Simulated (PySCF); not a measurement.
# What a mistake does to a calculation on BGeHO2

All numbers below are calculated, not measured. The program is PySCF 2.14.0, an open-source quantum chemistry code, run on an isolated molecule that a program drew, which may never have been made. The molecule is BGeHO2 (charge 0, singlet), drawn as the SMILES string `O=B[O][GeH]`.

Each row is a Hartree-Fock (HF) and frozen-core CCSD(T) single point in the cc-pVDZ basis, meant for a local HF minimum. Run 1 is clean. Each other run has one planted mistake out of seven kinds, and not every kind appears here: one electron removed, one electron added, multiplicity raised by two, geometry at a saddle point, minimal basis STO-3G, one bond length entered in bohr, all coordinates scaled. The reference is restricted for singlets and unrestricted otherwise, and also for a bond in bohr. Adding or removing an electron swaps singlet and doublet. Electrons count all cores. HOMO and LUMO are orbital energies over both spins, the gradient is its largest component, and the lowest frequency (negative if imaginary) is given only where the gradient is small. Bond lengths are over the 4 bonds as drawn. T1 is the CCSD diagnostic: over 0.02 (restricted) or 0.045 (unrestricted) a single reference is doubtful. Germanium has the cc-pVDZ-PP basis, with a core potential (ECP10MDF) in place of its 10 inner electrons, and its 3s, 3p and 3d shells are frozen in CCSD(T).

Geometry of the clean run:
```xyz
5
BGeHO2, angstrom
O    -1.3008    0.3799   -0.5072
B    -0.4823   -0.4882   -0.6330
O     0.4046   -1.4318   -0.7709
Ge    2.1030   -1.7306   -0.1272
H     2.2259   -3.1063   -0.8956
```

```
run  electrons  basis functions  <S^2>  HOMO (eV)  LUMO (eV)  gradient (hartree/bohr)  lowest frequency (cm^-1)  mean bond (Å)  longest bond (Å)      T1  HF (hartree)  CCSD(T) (hartree)                          mistake
  1         54               70  0.000     -10.34      -0.26                  1.2e-05                       106         1.4808             1.841  0.0195    -468.47606         -469.02107                         no fault
  2         54               70  0.000      -8.88      -3.01                  6.1e-02                         -         1.8902             3.478  0.0659    -468.32985         -468.88415  one bond length entered in bohr
  3         54               70  2.014      -8.70      -1.49                  1.8e-02                         -         1.4808             1.841  0.0220    -468.41922         -468.94585       multiplicity raised by two
  4         54               70  0.000     -10.56      -0.55                  8.7e-02                         -         1.5800             1.964  0.0233    -468.45093         -469.01160                                ?
```

**Which mistake was planted in run 4, and what did it cost?**

The mean and the longest bond both change by the same factor, 1.067, and the gradient is no longer small. So the mistake is: all coordinates scaled. Subtracting run 1 and multiplying by 627.51 kcal/mol a hartree, the energy moved by 15.8 kcal/mol in HF and 5.9 kcal/mol in CCSD(T).

Cautions from the logs. Run 2: T1 is over the limit, so its CCSD(T) energy is less reliable; run 4: T1 is over the limit, so its CCSD(T) energy is less reliable.
